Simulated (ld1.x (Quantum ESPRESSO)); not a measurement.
## Plane-wave convergence, TM potential for vanadium (V)

| Quantity | Value |
| --- | --- |
| Element | vanadium (V) |
| Generator | ld1.x (Quantum ESPRESSO) 7.5 |
| Type | norm-conserving Troullier–Martins (Kleinman–Bylander form) |
| Functional | PBE |
| Relativity | scalar-relativistic |
| Frozen core | [Ne] 3s2 |
| Valence charge | 11 |
| Reference configuration | 3p6 3d3 4s1.5 4p0.5 |
| Partial waves | 3p (bound): rc 1.10 bohr; 3d (bound): rc 1.85 bohr; 4s (bound): rc 1.95 bohr |
| Local potential | the s channel |
| Core correction | none |

Occupied shells without a wave of their own: 4p. They enter only through the test configuration that unscreens the potential.

The pseudo-atom Hamiltonian at the reference potential is diagonalised in spherical Bessel functions j_l(qr) that vanish at 20 bohr, with q² up to the cutoff. All-electron valence levels (Ry): 3p -3.2909, 4p -0.1316, 3d -0.4303, 4s -0.3778.

Question: How do the lowest levels (Ry) of each channel move with the cutoff, and are there ghosts?

Answer:

```json
{"cutoff (Ry)": "8", "p #1": "-0.8783", "p #2": "-0.0473", "p #3": "0.0555", "d #1": "0.0294", "d #2": "0.1088", "s #1": "-0.3530", "f #1": "0.0917", "f #2": "0.2112", "Σ f·Δε (mRy)": "15918.1"}
{"cutoff (Ry)": "15", "p #1": "-2.4568", "p #2": "-0.0924", "p #3": "0.0374", "d #1": "0.0290", "d #2": "0.1078", "s #1": "-0.3706", "f #1": "0.0917", "f #2": "0.2112", "Σ f·Δε (mRy)": "6397.3"}
{"cutoff (Ry)": "25", "p #1": "-3.1667", "p #2": "-0.0975", "p #3": "0.0360", "d #1": "0.0229", "d #2": "0.0919", "s #1": "-0.3763", "f #1": "0.0917", "f #2": "0.2112", "Σ f·Δε (mRy)": "2108.4"}
{"cutoff (Ry)": "40", "p #1": "-3.2828", "p #2": "-0.0989", "p #3": "0.0356", "d #1": "-0.3066", "d #2": "0.0372", "s #1": "-0.3775", "f #1": "0.0917", "f #2": "0.2112", "Σ f·Δε (mRy)": "421.1"}
{"cutoff (Ry)": "55", "p #1": "-3.2849", "p #2": "-0.0990", "p #3": "0.0355", "d #1": "-0.4197", "d #2": "0.0359", "s #1": "-0.3776", "f #1": "0.0917", "f #2": "0.2112", "Σ f·Δε (mRy)": "68.4"}
{"cutoff (Ry)": "80", "p #1": "-3.2894", "p #2": "-0.0991", "p #3": "0.0355", "d #1": "-0.4301", "d #2": "0.0358", "s #1": "-0.3777", "f #1": "0.0917", "f #2": "0.2112", "Σ f·Δε (mRy)": "10.2"}
{"cutoff (Ry)": "110", "p #1": "-3.2908", "p #2": "-0.0991", "p #3": "0.0355", "d #1": "-0.4302", "d #2": "0.0358", "s #1": "-0.3778", "f #1": "0.0917", "f #2": "0.2112", "Σ f·Δε (mRy)": "1.1"}
{"cutoff (Ry)": "160", "p #1": "-3.2909", "p #2": "-0.0991", "p #3": "0.0355", "d #1": "-0.4303", "d #2": "0.0358", "s #1": "-0.3778", "f #1": "0.0917", "f #2": "0.2112", "Σ f·Δε (mRy)": "0.3"}
{"cutoff (Ry)": "400", "p #1": "-3.2910", "p #2": "-0.0991", "p #3": "0.0355", "d #1": "-0.4303", "d #2": "0.0358", "s #1": "-0.3778", "f #1": "0.0917", "f #2": "0.2112", "Σ f·Δε (mRy)": "0.0"}
```

Result: no extra level below or beside the all-electron valence levels (p, d, s, f tested); 10 mRy is reached at 90 Ry and 1 mRy at 120 Ry.

The potential misses its own reference levels by up to 0.4 eV. Its largest configuration-test error is +1331 meV.
